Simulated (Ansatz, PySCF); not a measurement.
Cl₂FHNNb, multiplicity 1. Atoms are numbered in the order given.

```xyz
6

Nb     0.0239    -0.2751     0.0000
N      1.5639    -1.0755     0.0000
H      2.4640    -1.5507     0.0000
F     -1.2969    -1.5973     0.0000
Cl    -0.0800     1.0215    -1.9089
Cl    -0.0800     1.0215     1.9089
```

Geometry optimised at B3LYP-D3(BJ)/def2-SVP. The spin state was assumed, not searched. The structure was generated by enumeration; whether it is a known compound was not checked. The def2 effective core potentials stand for the cores of Nb; spin–orbit coupling is left out.

Vertical ionisation energy (IE) and electron affinity (EA) in eV. Rows of orbital energies are one-electron estimates. Where ΔSCF, EOM or ADC give a negative EA the extra electron is unbound and the value depends on the basis.

```tsv
level	IE	EA
−ε(HOMO), −ε(LUMO), PBE0/def2-TZVP (PySCF)	8.81	2.73
−ε(HOMO), −ε(LUMO), PBE/def2-TZVP (PySCF)	(withheld)	(withheld)
ΔSCF, CAM-B3LYP/def2-SVPD (Ansatz), final states of multiplicity 2 and 2	10.97	1.25
ΔSCF, PBE/def2-SVPD (Ansatz), final states of multiplicity 2 and 2	10.42	0.74
```

What belongs in the gaps? (Estimate from the structure and the level; the computed values follow.)


- −ε(HOMO), −ε(LUMO), PBE/def2-TZVP (PySCF), IE: 7.44
- −ε(HOMO), −ε(LUMO), PBE/def2-TZVP (PySCF), EA: 3.46

What vertical singlet–triplet gap does ΔSCF give with CAM-B3LYP/def2-SVPD (Ansatz, a quantum-chemistry and plane-wave program) and with PBE/def2-SVPD (Ansatz)? (An estimate is asked for; the answer gives what the named calculation found.)

3.82 and 4.00 eV (triplet above singlet where positive).
